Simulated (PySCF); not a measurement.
How methods differ on the excitation energy of Sn⁺

Sn⁺ [Kr] 4d10 5s2 5p1 (2P) → Sn⁺ [Kr] 4d10 5s2 5d1 (2D), as a difference of total energies. All numbers are calculated (PySCF 2.14, scalar relativity through the core potential, in aug-cc-pVTZ-PP with one added diffuse shell each of d, f type with ECP28MDF (6s5p5d3f, 67 functions)). Correlated levels: valence: 4s2 4p6 4d10 frozen. The calculations carry no spin-orbit coupling.

| method | excitation energy (eV) | error (eV) |
| --- | --- | --- |
| UHF | 7.707 | -0.843 |
| MP2 (valence) | 7.578 | -0.972 |
| SCS-MP2 (valence) | 7.589 | -0.961 |
| CCSD (valence) | 6.871 | -1.679 |
| CCSD(T) (valence) | 6.522 | -2.028 |

Reference: 8.550 eV (measured; NIST levels, between the centres of gravity of the two terms).

Errors of the correlated levels include the incompleteness of this basis and the frozen core.

The coupled-cluster amplitudes are large for the upper state (T1 above 0.03 or a double amplitude above 0.15), so a single reference is strained.
